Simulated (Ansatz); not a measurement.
Reaction (ligand exchange at the Si–O bond): `C[Si@H](O)O[Si@@H](O)F` + `[OH][GeH2][OH]` → `C[SiH](O)[O][GeH2][OH]` + `O[SiH](O)F`

Isolated molecules relaxed with PBE0-D4/def2-TZVP in Ansatz; ΔE leaves out vibrations. CCSD(T)/CBS is the MP2 limit (def2-TZVPP, def2-QZVPP) plus CCSD(T) − MP2 in def2-TZVPP, frozen cores. This one scheme is used for every species. DFT in def2-TZVPP. B3LYP here is the variant with VWN-RPA as its local correlation; programs differ in this. For Ge outer-core shells are correlated without core-valence functions, which leaves a few kJ/mol of doubt a bond. Scalar relativity is left out up to krypton. Each species was taken in one conformer, which may not be the lowest.

`C[Si@H](O)O[Si@@H](O)F`:

Z-matrix (Å, degrees):
```
C
Si 1 1.844
H 1 1.092 2 111.0
H 1 1.092 2 110.7 3 -120.5
H 1 1.093 2 110.3 3 119.9
O 2 1.659 1 108.0 3 -64.9
O 2 1.640 1 110.0 3 177.2
H 2 1.484 1 113.4 3 56.2
H 6 0.958 2 117.1 1 144.7
Si 7 1.626 2 135.0 1 103.2
O 10 1.624 7 111.1 2 -18.2
F 10 1.591 7 107.1 2 102.4
H 10 1.467 7 111.4 2 -140.3
H 11 0.964 10 115.7 7 31.8
```

`[OH][GeH2][OH]`:

```xyz
7

O     0.376    1.507   -0.178
Ge   -0.483   -0.019    0.114
O     0.166   -1.314   -0.909
H     1.127    1.637    0.404
H    -0.320   -0.399    1.601
H    -1.914    0.185   -0.373
H     1.048   -1.596   -0.659
```

`C[SiH](O)[O][GeH2][OH]`:

```xyz
14

C    -0.218   -0.683    1.905
Si   -0.779   -0.807    0.148
O     0.446   -1.565   -0.684
O    -1.051    0.666   -0.505
Ge    0.159    1.753   -1.222
O     1.760    1.190   -0.720
H    -0.948   -0.136    2.506
H    -0.081   -1.673    2.345
H     0.734   -0.148    1.956
H    -2.030   -1.594   -0.009
H     0.193   -2.071   -1.458
H    -0.019    1.671   -2.748
H    -0.020    3.153   -0.632
H     1.854    0.244   -0.884
```

`O[SiH](O)F`:

Cartesian coordinates in Å:
```
O -0.527 -0.156 1.243
Si 0.329 0.178 -0.102
O 0.149 -1.044 -1.149
F -0.219 1.552 -0.699
H -0.789 0.570 1.812
H 1.769 0.355 0.126
H -0.712 -1.456 -1.231
```

| level | ΔE (eV) |
| --- | --- |
| B3LYP-D4 | 0.00 |
| PBE | 0.01 |
| PBE0 | 0.00 |
| MP2/def2-TZVPP | -0.03 |
| CCSD/def2-TZVPP | -0.02 |
| HF/def2-QZVPP | 0.01 |
| SCS-MP2/def2-QZVPP | -0.01 |
| CCSD/CBS(def2) | 0.00 |

Q: What does CCSD(T)/CBS give? (An estimate is asked.)

A: The calculation gave: -0.01 eV. The listed levels differ from it by 0.01, 0.02, 0.01, -0.02, -0.01, 0.02, 0.00, 0.01 eV.

Largest T1 diagnostic among the species: 0.012.
